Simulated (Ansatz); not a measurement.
The cluster Cu₂Te₂⁻. The state is a doublet with charge -1. Geometry PBE-D4/def2-SVP, that of the neutral singlet; atoms count from 1.

```xyz
4

Cu   -0.686    1.037   -0.515
Cu   -0.103   -1.287    0.380
Te   -0.088    0.686    1.838
Te    0.877   -0.436   -1.703
```

In the def2 sets Te takes a core potential; there is no spin–orbit coupling. The structure comes from a short search, and lower isomers may exist.

**Question.** Estimate the Mulliken populations from the PBE0/def2-TZVPD orbitals of Ansatz.

**Answer.** 
```
atom  charge (e)  spin (α − β)  d electrons
 Cu1       -0.11          0.05         9.86
 Cu2       -0.11          0.05         9.86
 Te3       -0.39          0.45            –
 Te4       -0.39          0.45            –
```
Mulliken values and Mayer orders depend strongly on the basis. With diffuse functions, as here, like atoms can get unlike values, and bond orders can come out too low or too high.

**Question.** Where does the spin sit?

**Answer.** Summed by element: Cu 0.09, Te 0.91, of 1 unpaired in all. Largest on single atoms: Te3 0.45, Te4 0.45, Cu1 0.05.

**Question.** And the Mayer bond orders between bonded heavy atoms (over 0.3)?

**Answer.** Cu1–Te3 0.93 (2.45 Å); Cu1–Te4 0.93 (2.45 Å); Cu2–Te3 0.93 (2.45 Å); Cu2–Te4 0.93 (2.45 Å).
